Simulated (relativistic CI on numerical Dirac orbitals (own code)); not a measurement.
## Sr XXVII: sensitivity of the levels to the model

Base calculation: Dirac-Coulomb-Breit CI, separate exchange-only KLI orbitals for each configuration, model QED, unscaled Slater integrals.

CI space (outside the closed core [Ne]): 3s², 3s3p, 3p², 3s3d, 3d², 3p3d, 3p4s, 3d4s, 3s4s, 3s4p, 3s4d, 3s4f, 3s5s, 3s5p, 3s5d, 4s². Levels of other configurations are missing.

The lowest level and the first level of each name with at least 55 % of one term (blank where a level has no safe partner in the second run):

```tsv
Level	Base (cm⁻¹)	Shift (cm⁻¹)
3s² ¹S0	0	0
3s3p ³P°0	420483	+1548
3s3p ³P°1	448222	+1548
3s3p ³P°2	551300	+1548
3s3p ¹P°1	707234	+1560
3p² ³P0	1012241	+2995
3p² ¹D2	1100781	+2748
3p² ³P1	1107487	+3012
3p² ³P2	1223876	+2791
3s3d ³D1	1295826	+1141
3s3d ³D2	1305380	+1154
3s3d ³D3	1320820	+1141
3p² ¹S0	1351659	+2940
3s3d ¹D2	1462711	+1607
```

At this charge energies of transitions that change n are usually good to better than 1 %, and those within a shell (Δn = 0) to a few per cent.

Q: One thing was changed in a second run, which moved the levels as shown. Which?
A. QED terms removed
B. only the first 3 configurations
C. configuration mixing switched off
D. P86 correlation estimate
E. Breit term removed
F. non-relativistic limit

A: D. P86 correlation estimate. A correlation estimate moves all levels of a configuration together before mixing; mixed levels move by a weighted share.

LS names give the leading component of a level, which can be under half, so a name can repeat, a term be missing and a line seem to break the LS rules.
